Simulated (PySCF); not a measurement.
**Unknown compound**

The spectra below were simulated for a compound C$_{2}$H$_{12}$O$_{2}$Si$_{3}$.

$^{1}$H NMR (400 MHz, computed): δ 5.59 (sept, 1H), 4.83 (s, 2H), 3.52 (d, 6H), 3.49 (s, 3H).

$^{13}$C{$^{1}$H} NMR (computed): δ 95.7 (CH2), 57.4 (CH3).

PySCF 2.14.0 with density-fitted response routines calculation with NMR shieldings at PBE0/pcSseg-1/GIAO and geometry: GFN2-xTB; in vacuum, no relativistic terms, a single conformation, equivalent nuclei averaged.

Scale: $^{1}$H (31.72 ppm), $^{13}$C (186.93 ppm) vs TMS (reference shieldings calculated alike).

Problem. Which of these isomers gave the spectra?
A. COCO[SiH]([SiH3])[SiH3]
B. CC[SiH](O[SiH3])O[SiH3]
C. CC[SiH2]O[SiH2]O[SiH3]
D. CO[SiH2]OC[SiH2][SiH3]

Solution. A. 

1. Rings plus π bonds: 0.
2. 2 carbon signals for 2 carbons: no two carbons are equivalent.
3. Carbon types of the structure: 1 × CH2, 1 × CH3, leaving 7 H on heteroatoms.
4. δC 95.7: sp3 carbon bearing two oxygens; 2 electronegative neighbours deshield it.
5. δC 57.4: methyl carbon bonded to O; the inductive effect lowers its shielding.
6. δH 4.83: hydrogen on an sp3 carbon bearing two oxygens; its carbon carries O, an electronegative neighbour.
7. δH 3.52: hydrogen on a silicon bonded to Si.
8. δH 3.49: hydrogen on a methyl carbon bonded to O; its carbon carries O, hence the downfield position.

The others: CC[SiH](O[SiH3])O[SiH3] has carbons computed at 13.3, 7.1; CO[SiH2]OC[SiH2][SiH3] would give 5 signals for carbon-bound and other non-exchanging H, not 4; CC[SiH2]O[SiH2]O[SiH3] would give 5 signals for carbon-bound and other non-exchanging H, not 4.

Shifts are as computed. Against solution values, carbons near 30 ppm lie about +3 ppm off and those near 130 ppm about +5 ppm. Of 1309 compounds with measured shifts, 239 miss one by over three times the rms of a fit or turn the order of signals round; such compounds aren't used in these exercises. No couplings were computed; multiplicities are counted from neighbouring protons, with m where these are inequivalent, close in shift, in a saturated or five-membered ring or joined by F or P, and br s for small geminal =CH2 splittings.
